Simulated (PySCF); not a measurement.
# Si2H3Cl3O

Si2H3Cl3O is a small molecule, neutral, singlet. The structure, one conformer, was relaxed in the gas phase by PBE0-D3(BJ)/def2-SVP. No frequency run checks that it is a minimum.

SMILES: [SiH3]O[Si](Cl)(Cl)Cl

```xyz
9

Si   -0.143    1.592   -0.394
O     0.040    0.186    0.496
Si    0.148   -1.430    0.463
Cl    1.732   -2.000   -0.692
Cl   -1.559   -2.232   -0.318
Cl    0.413   -2.118    2.359
H    -1.416    1.521   -1.166
H     1.010    1.736   -1.326
H    -0.180    2.724    0.569
```
Atom numbers follow the order of the file, from 1.

Shieldings: GIAO PBE0/pcSseg-2. Shifts are against computed references at the same level: H TMS (σ 31.24 ppm), Si TMS (σ 341.3 ppm). Core levels by delta-SCF with SCAN, pcX-2 on the ionised atom and pcseg-1 elsewhere, spin-free X2C (2p3/2 is the spin-free 2p value less a third of a first-order spin-orbit splitting); from the vacuum level, for chosen atoms.

Problem. Give the shieldings and core levels atom by atom.

Solution. 
| atoms | bonded to | σ (ppm) | δ (ppm) | core level (eV) |
| --- | --- | --- | --- | --- |
| Si1 | 1 O + 3 H | 379.6 | -38.4 | 2p3/2 108.26 |
| O2 | 2 Si | 235.4 | - | 1s 538.86 |
| Si3 | 3 Cl + 1 O | 366.5 | -25.3 | 2p3/2 109.94 |
| Cl4 | 1 Si | 795.5 | - | 2p3/2 206.63 |
| Cl5 | 1 Si | 795.9 | - | 2p3/2 206.65 |
| Cl6 | 1 Si | 797.2 | - | - |
| H7 H8 H9 | 1 Si | 26.16 | 5.09 | - |

Values are those of this one static structure, with the three H of a rotating XH3 group averaged; atoms that internal rotation interchanges would show their mean in an NMR spectrum.

Problem. Which of Si1, Si3 holds its core electrons tightest, and by how much against the loosest?

Solution. Si3 (bonded to 3 Cl + 1 O), by 1.68 eV over Si1 (bonded to 1 O + 3 H).

Problem. By CAM-B3LYP/def2-SVPD (TDDFT singlets, Tamm-Dancoff triplets, ionisation by delta-SCF), where does absorption start, and what does vertical ionisation take?

Solution. The first singlet with intensity lies at 7.76 eV (f 0.003); what lies below it is dark. The lowest singlet lies at 7.69 eV (f 0.000), the strongest of the first 6 at 8.60 eV (f 0.064), the lowest triplet at 7.25 eV; vertical ionisation takes 11.58 eV.
